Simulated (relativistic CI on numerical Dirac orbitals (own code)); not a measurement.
## Transition arrays of Br¹⁴⁺

These numbers are calculated, not measured: Dirac-Coulomb-Breit CI, KLI orbitals optimised for each configuration, model QED (radiative potential, 1s self-energy scaled to tabulated hydrogen-like ionisation energies), valence Slater integrals scaled by 0.9, whole transition arrays (own radial code, finite nucleus).

CI space (outside the closed core [Ne] 3s2): 3p6.3d3, 3p6.3d2.4f, 3p5.3d4, 3p6.3d2.4p, 3p6.3d2.5f. Levels of other configurations are missing.

All E1 lines from the levels of 3p6.3d3; mean and standard deviation are weighted by gf, and upper levels are sorted by their leading configuration.

```
Upper configuration  Lines    Σgf  Mean (eV)  Mean (nm)  σ (eV)  Strongest line (nm)
         3p6.3d2.4f    721  246.1     281.42      4.406    3.43                4.373
            3p5.3d4   1718  211.2     124.80      9.935    8.84                9.265
         3p6.3d2.4p    466   15.3     210.61      5.887    3.38                5.871
         3p6.3d2.5f    721   93.0     352.28      3.519    3.75                3.499
```

Σgf per state of the lower configuration in bins of 0.2 nm over the central range (centre: value): 3.5: 0.73, 3.7: 0.05, 4.3: 1.16, 4.5: 0.88, 4.7: 0.01, 5.7: 0.01, 5.9: 0.10, 6.1: 0.01, 9.1: 0.14, 9.3: 0.27, 9.5: 0.23, 9.7: 0.23, 9.9: 0.20, 10.1: 0.18, 10.3: 0.08, 10.5: 0.09, 10.7: 0.08, 10.9: 0.07, 11.1: 0.06.

Question: How do configuration mixing and the scaling of the Slater integrals move the arrays?

Answer: Slater scale 0.9, no configuration mixing: 3p6.3d2.4f 281.2 ± 3.4 eV (Σgf 228.8), 3p5.3d4 124.9 ± 8.8 eV (Σgf 224.7), 3p6.3d2.4p 210.7 ± 3.3 eV (Σgf 18.0), 3p6.3d2.5f 352.2 ± 3.7 eV (Σgf 72.3); Slater scale 1: 3p6.3d2.4f 281.8 ± 3.8 eV (Σgf 249.3), 3p5.3d4 126.9 ± 9.7 eV (Σgf 212.9), 3p6.3d2.4p 210.6 ± 3.8 eV (Σgf 14.9), 3p6.3d2.5f 352.4 ± 4.2 eV (Σgf 94.4); Slater scale 0.8: 3p6.3d2.4f 281.1 ± 3.1 eV (Σgf 242.9), 3p5.3d4 122.7 ± 8.0 eV (Σgf 209.4), 3p6.3d2.4p 210.6 ± 3.0 eV (Σgf 15.6), 3p6.3d2.5f 352.1 ± 3.3 eV (Σgf 91.6). With mixing, levels are counted to their leading configuration, so an array can shrink or vanish into another, and the sums then hold other lines.
